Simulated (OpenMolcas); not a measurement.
Exact exchange and the vertical energy of the quartet above the doublet of InSiH3ClO

InSiH3ClO has 7 atoms, charge 0, and is taken as a doublet. As SMILES, `[SiH3][O][In][Cl]`. Geometry: relaxed at PBE0-D4/def2-TZVP. This is one conformer, not always the lowest.

The vertical energy of the quartet above the doublet y, in eV, basis def2-SVP with a core potential; a is the functional's share of exact exchange. Programs: OpenMolcas 26.06.

```
functional     program     a  y (eV)
      UPBE  OpenMolcas     0    4.92
  U-revPBE  OpenMolcas     0    4.90
    UB3LYP  OpenMolcas   0.2    5.28
     UPBE0  OpenMolcas  0.25       ?
    UBHLYP  OpenMolcas   0.5    5.52
```

**Question.** Fit y = c + s·a to the known rows and predict UPBE0.

**Answer.** 
1. Means of the 4 rows: a = 0.1750, y = 5.155.
2. Σ(Δa)² = 0.1675, Σ(Δa·Δy) = 0.2075, so the slope is 0.2075/0.1675 = 1.2388.
3. Intercept: 5.155 − (1.2388) × 0.1750 = 4.938. The largest residual of the fit is 0.094.
4. UPBE0: 4.938 + (1.2388) × 0.25 = 5.25 eV.

The run gave 5.28 eV, so the prediction is off by -0.03 eV, within the largest residual. Spin-orbit coupling is left out.
